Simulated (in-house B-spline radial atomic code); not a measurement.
A calculation on Sb2+: its settings, and results tabulated from the run. Computed with an all-electron radial atomic-structure program (B-spline basis): non-relativistic r2SCAN, spin-polarised, spherical fractional occupations, point nucleus, inside a hard spherical wall at 5.02 bohr.

Command:
```bash
python run_scf.py task.json out
```
Settings:
```
Z                51
configuration    [Kr] 4d10 4f1 5s2
hamiltonian      nr
method           r2scan
spin_polarised   True
wall_radius      5.02
```

Output (hartree, bohr):
```
 radial grid: 45 intervals, B-splines of order 8, outer radius 5.02 bohr

 iter        energy (Eh)    residual
    1       -6314.271927    9.10e-02
    2       -6314.279353    1.63e-03
    3       -6314.279380    7.96e-04
    4       -6314.279381    4.19e-04
    5       -6314.279382    2.93e-05
    6       -6314.279382    6.32e-06
    7       -6314.279382    1.80e-06
    8       -6314.279382    2.30e-07

 total energy                     -6314.27938
 kinetic                            6312.5317
 electron-nucleus                 -14971.8660
 Hartree                            2510.7524
 exchange-correlation               -165.6976

 orbital      occ     eigenvalue          <r>       <r^2>       <1/r>     <1/r^2>       r_max
 1s up      1.000     -1074.6283    0.0298251  0.00118996     50.4661     5111.81     0.01975
 1s down    1.000     -1074.6284    0.0298251  0.00118996     50.4661     5111.81     0.01975
 2s up      1.000      -160.8717     0.128625   0.0194355     11.5637     543.392      0.1092
 2s down    1.000      -160.8721     0.128626   0.0194355     11.5636     543.391      0.1092
 2p up      3.000      -150.6462     0.109707   0.0146355     11.5576      180.91     0.08552
 2p down    3.000      -150.6466     0.109707   0.0146355     11.5576      180.91     0.08552
 3s up      1.000       -32.2178     0.343124    0.134411     4.19726     108.182      0.3121
 3s down    1.000       -32.2173      0.34312    0.134408     4.19733     108.186      0.3121
 3p up      3.000       -27.9575     0.334213    0.129407     4.11202     35.7499      0.2989
 3p down    3.000       -27.9571     0.334208    0.129403      4.1121     35.7513      0.2989
 3d up      5.000       -20.0853     0.305521    0.110507     3.96674     19.6764      0.2454
 3d down    5.000       -20.0852     0.305513    0.110501     3.96682     19.6771      0.2454
 4s up      1.000        -5.8884     0.822001    0.763192     1.67029     22.2852      0.7501
 4s down    1.000        -5.8852     0.821758     0.76272     1.67084     22.3007        0.75
 4p up      3.000        -4.4355     0.866109    0.855056     1.56367     7.08842      0.7748
 4p down    3.000        -4.4316     0.865649    0.854096     1.56451     7.09583      0.7746
 4d up      5.000        -2.0080      1.01672     1.21565     1.30362     3.13117       0.843
 4d down    5.000        -2.0009       1.0142      1.2093     1.30648     3.14339      0.8424
 4f up      1.000        -0.0044      2.65414     7.86785    0.450419    0.274693        2.81
 5s up      1.000        -1.0422      2.13486      5.0739    0.598698     3.10766        1.92
 5s down    1.000        -1.0276      2.12792      5.0402    0.600969     3.13854       1.918
```

Cost of the run: 0.09 s on 1 thread of Intel(R) Xeon(R) 6975P-C, on a shared host.
